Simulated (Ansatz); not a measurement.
A nudged elastic band was laid between two geometries of ClF5W + H4Si (12 atoms, charge 0, multiplicity 1).

All numbers below come from Ansatz 0.2.0, RKS PBE/def2-SVP.

```
movable images  : 7
climbing image  : yes
spring          : 5.0 eV/Å²
optimiser       : quadratic models (default)
start path      : through a guess of the saddle point
force threshold : 0.05 eV/Å
iteration limit : 60
end points      : relaxed
```

First end point:

```xyz
12
Properties=species:S:1:pos:R:3
W -0.509 -0.511 -0.141
Cl -0.787 -0.817 2.114
F 1.347 -0.498 0.047
F -0.548 1.343 0.064
F -2.352 -0.516 -0.417
F -0.463 -2.351 -0.434
F -0.278 -0.256 -1.980
Si 2.584 2.665 1.560
H 4.017 2.380 1.911
H 2.384 2.472 0.085
H 2.242 4.081 1.929
H 1.694 1.728 2.326
```

Last end point:

```xyz
12
Properties=species:S:1:pos:R:3
W 0.222 0.257 -0.438
Cl 0.673 0.000 3.719
F 1.955 -0.464 -0.604
F -0.491 1.900 -1.005
F -0.921 0.638 1.021
F -0.204 -1.478 0.119
F 0.190 -0.031 -2.287
Si 1.849 1.922 0.768
H 2.841 1.171 1.598
H 2.526 2.564 -0.413
H 1.080 2.942 1.555
H -0.390 0.300 3.030
```

(1) Which bonds break or form, and what moves?

(2) What energy profile does the band end with?

(3) What is the geometry of the highest image?

## Answers

(1) Bonds broken: W1–Cl2, Si8–H12. Bonds formed: W1–Si8, Cl2–H12. ClF5W + H4Si becomes ClH + F5H3SiW.

(2) The forces met the threshold. The highest image is number 4 of 0 to 8, 1.85 eV above the first end and 0.64 eV above the last; the last end lies 1.20 eV above the first. A structure lower than the first end lies on the path between it and the top, so the climb from that side starts below the end, which may itself be a saddle point or a shallow side well. Neighbouring images differ by up to 1.2 eV, so the band resolves the path poorly. A vibrational analysis at the climbing image gives one clearly imaginary mode, 356i cm⁻¹: a first-order saddle point. The orbitals stay closed-shell, which can raise the energy where a bond breaks towards radicals; this wasn't checked here.

```csv
image,path coordinate (Å),energy (eV),W1–Cl2 (Å),Si8–H12 (Å),W1–Si8 (Å)
0,0.00,0.00,2.29,1.50,4.75
1,1.92,-0.01,2.29,1.50,4.83
2,3.84,0.15,2.29,1.50,4.39
3,5.76,0.61,2.33,1.51,3.74
4,7.69,1.85,2.73,1.90,2.81
5,9.29,1.33,3.59,2.79,2.64
6,10.90,1.28,4.21,4.19,2.62
7,12.51,1.25,4.19,4.00,2.62
8,14.12,1.20,4.19,3.57,2.62
```

(3) 
```xyz
12
Properties=species:S:1:pos:R:3
W 0.139 0.134 -0.097
Cl 0.713 -0.840 2.391
F 1.873 -0.547 -0.268
F -0.002 1.884 -0.839
F -1.291 0.766 0.926
F -0.716 -1.529 0.070
F 0.001 -0.217 -1.931
Si 1.669 2.131 1.152
H 2.571 1.842 2.329
H 2.529 2.439 -0.036
H 0.697 3.214 1.501
H 1.149 0.444 1.866
```

The run took 9.8 min on 4 threads of Arm Neoverse V1, on a shared host, peak memory 0.26 GiB.
